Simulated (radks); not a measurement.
Task: The mean radii <r> (bohr) of the occupied orbitals of an atom or ion are listed with their occupations. Calculated with a radial shooting solver on a logarithmic mesh with Libxc functionals: Dirac Kohn-Sham, PBE, spin-unpolarised, spherical densities, finite nucleus; Fermi nuclear charge, rms radius of each element as measured or else 0.836 A^(1/3) + 0.57 fm.

| orbital | occ. | <r> |
|---|---|---|
| 1s1/2 | 2 | 0.06909 |
| 2s1/2 | 2 | 0.2903 |

Name the element and its charge. Open shells, if any, fill j = l - 1/2 first.

Result: Z = 22, titanium, charge +18: Ti18+ in [He] 2s2. The 1s radius gives Z: for a bare nucleus <r> = (2 gamma + 1)/(2Z) with gamma = sqrt(1 - (Z/c)^2), 0.06759 bohr for Z = 22, and screening makes it slightly larger (0.06909 here). The occupations add up to 4, and the charge is Z minus that.
